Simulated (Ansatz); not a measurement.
Gas-phase electronic energies from Ansatz, PBE0-D4/def2-TZVP geometries. CCSD(T)/CBS is the MP2 limit (def2-TZVPP, def2-QZVPP) plus CCSD(T) − MP2 in def2-TZVPP, frozen cores. This one scheme is used for every species. Functionals use def2-TZVPP. HSE06 is defined as in plane-wave codes. Each species was taken in one conformer, which may not be the lowest.

Consider the silylene formation by 1,1-elimination: `[SiH3][NH][AlH][SiH2]Cl` → `[SiH3][NH][AlH][Cl]` + `[SiH2]`.

```json
{"level": "ωB97X-V", "ΔE (eV)": "1.82"}
{"level": "B2PLYP", "ΔE (eV)": "1.61"}
{"level": "HSE06", "ΔE (eV)": "1.84"}
{"level": "MP2/CBS(def2)", "ΔE (eV)": "1.84"}
```

Q: What does CCSD(T)/CBS give? (Estimate.)

A: The calculation gave: +1.70 eV. The listed levels differ from it by 0.12, -0.09, 0.14, 0.14 eV.

Largest T1 diagnostic among the species: 0.014.

The D4 term adds +0.16 eV with B3LYP and +0.09 eV with PBE0; it sums over pairs of atoms, weighted by their polarisabilities, and B3LYP, whose exchange is more repulsive, gets the larger term. At CCSD(T), def2-SVP lies −0.27 eV from the extrapolated value and def2-TZVPP −0.08 eV. Leaving LDA and LC-ωPBE aside and taking each functional with its dispersion term where it has one, the values spread over 0.33 eV, from B2PLYP to PBE0-D4. LDA lies +0.33 eV from PBE without D4.

B3LYP here is the variant with VWN-RPA as its local correlation; programs differ in this.
